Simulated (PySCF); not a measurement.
Mo(O)(NH)(OH)2 (H3MoNO3), SMILES [NH]=[Mo](=[O])([OH])[OH], multiplicity 1. Atoms are numbered in the order given.

```xyz
8

Mo     0.0379    -0.0340     0.0000
O      1.5248    -0.8356     0.0000
N     -1.2679    -1.1871     0.0000
H     -1.4799    -2.1869     0.0000
O     -0.1047     1.0357     1.5440
H     -0.8792     1.0185     2.1225
O     -0.1047     1.0357    -1.5440
H     -0.8792     1.0185    -2.1225
```

The structure is a stationary point at r2SCAN-D4/def2-SVP. The multiplicity is an assumed one; no other spin state was optimised. The structure was generated by enumeration; whether it is a known compound was not checked. The def2 effective core potentials stand for the cores of Mo; spin–orbit coupling is left out. The values are those of a single conformer.

These are PBE/def2-TZVP (PySCF) values and carry that method's errors.

The molecule is in vacuum.

Computed frontier levels, gap, dipole moment and polarisability:
```
Item                                                                                                            Value
---------------------------------------------------------------------------------------------  ----------------------
highest occupied level                                                                                       -6.90 eV
lowest empty level                                                                                           -2.55 eV
orbital gap                                                                                                   4.35 eV
dipole moment                                                                                                  3.53 D
quadrupole, principal values (traceless, Buckingham form, about the centre of nuclear charge)   -5.06, 0.27, 4.79 D·Å
mean static polarisability                                                                       56.7 bohr³ (8.40 Å³)
polarisability, principal values                                                               54.5, 54.5, 61.0 bohr³
```
